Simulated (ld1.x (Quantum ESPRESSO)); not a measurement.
# Br: one change to a TM potential, before and after

ld1.x (Quantum ESPRESSO) 7.5 input, shortened:

```
&input
   title='Br', zed=35., rel=1, dft='PBE', iswitch=3,
   config='[Ar] 3d10 4s2 4p5'
 /
 &inputp
   pseudotype=2, tm=.true., lloc=0,
   nlcc=.false.
 /
2
4P  2  1   5.00   0.00  1.75  1.75  0.0
4S  1  0   2.00   0.00  1.45  1.45  0.0
 &test
   configts(1)='4s2 4p5'
 /
```

Change: all radii scaled by about 1.29 (s 1.88, p 2.26 bohr).

Cutoffs: the cutoffs (Ry, on a coarse ladder) from which the occupation-weighted sum of valence levels, in a spherical-Bessel basis at the reference potential, stays within 10 and 1 mRy of its value at 400 Ry; they do not see the model core or the augmentation charge, which bear on the density cutoff. Errors are all-electron minus pseudo energies relative to the spin-unpolarised reference configuration.

What does the change do?

The potential gets softer (45 Ry and 70 Ry → 35 Ry and 45 Ry); both files keep a bound ghost (p); the number of tests that count goes from 7 to 5; of the 5 tests that both files solve, the error grows in 5 and shrinks in 0 by more than 15 % and 0.3 meV (median size 5.8 → 140.3 meV). A larger radius leaves more room for a smooth pseudo-wave, so fewer plane waves are needed. More of the atom is replaced by a form fitted at one configuration, so other configurations suffer.

| quantity | base | changed |
| --- | --- | --- |
| cutoff, loose | 45 Ry | 35 Ry |
| cutoff, tight | 70 Ry | 45 Ry |
| loose cutoff by channel (10 mRy a level) | p 21 Ry, s 35 Ry | p 8 Ry, s 18 Ry |
| bound ghosts | p | p |
| tests counted (converged, no solver errors) | 7 of 7 | 5 of 7 |
| error for 4s2 4p4, meV [ΔE 12.55 eV] | -6.0 | -140 |
| error for 4s2 4p3, meV [ΔE 35.31 eV] | -26 | -483 |
| error for 4s2 4p5.3, meV [ΔE -1.96 eV] | +0.2 | -14 |
| error for 4s1 4p6, meV [ΔE 12.37 eV] | -0.4 | -54 |
| error for 4s1 4p5, meV [ΔE 25.56 eV] | -5.8 | -328 |

Changed file: Tests not counted: 4s2 4p2 (solver errors, printed error -25.1 eV); 4s2 4p1 (solver errors, printed error +13.5 eV). A true bound ghost makes a file unfit for plane-wave use even where its test errors are small: the radial tests pick states by their node count and pass the ghost by. Where a test does run into it, the solver fails or the error is huge.
